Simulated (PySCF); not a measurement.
Molecule: `CB(O)OC(C)C`, C$_{4}$H$_{11}$BO$_{2}$.

Bonds (- single, = double, # triple, : aromatic): C1-B2, B2-O3, B2-O4, O4-C5, C5-C6, C5-C7. C1 carries H8, H9, H10; O3 carries H11; C5 carries H12; C6 carries H13, H14, H15; C7 carries H16, H17, H18.

Frames of a GFN2-xTB Langevin trajectory at 600 K; GIAO PBE0/pcSseg-1 shieldings in PySCF 2.14, gas phase, non-relativistic; equivalent atoms averaged within each frame.

Chemical shifts δ = σref − σ; ¹³C (186.93 ppm), ¹H (31.72 ppm) vs TMS; ¹¹B (100.07 ppm) against BF3·OEt2; H2O for ¹⁷O (336.08 ppm), all at this level. The references are static minima.

Q: How do the shifts (ppm) fluctuate along the trajectory?

A: 
```
         time (fs)    C5  C6/C7    C1    B2     O4     O3   H12   H11  H13/H14/H15/H16/H17/H18  H8/H9/H10
optimised geometry  68.0   26.5  -0.1  28.2  166.2  130.0  4.81  3.91                     1.25       0.11
               250  70.3   32.1   5.3  31.6  168.3  135.2  5.62  3.48                     2.08       0.28
               425  69.6   31.6  -5.9  34.1  157.3  123.8  4.73  1.17                     2.00      -0.76
               625  78.9   31.3  -0.2  30.7  181.9  135.0  6.62  1.99                     1.89      -0.61
               800  74.5   22.0   2.2  28.4  185.7  141.0  6.40  3.74                     1.70       0.43
              1000  74.8   28.1  -0.1  32.5  160.0  169.4  5.11  3.58                     1.41       0.69
    mean of frames  73.6   29.0   0.3  31.5  170.7  140.9  5.70  2.79                     1.81       0.01
standard deviation   3.8    4.2   4.1   2.1   12.7   17.1  0.81  1.15                     0.27       0.65
```

5 frames give an uncertainty of the mean of about the standard deviation over 2.2 at best, since frames this close in time may not be independent; classical motion lacks zero-point vibration, and the reference would need the same averaging.
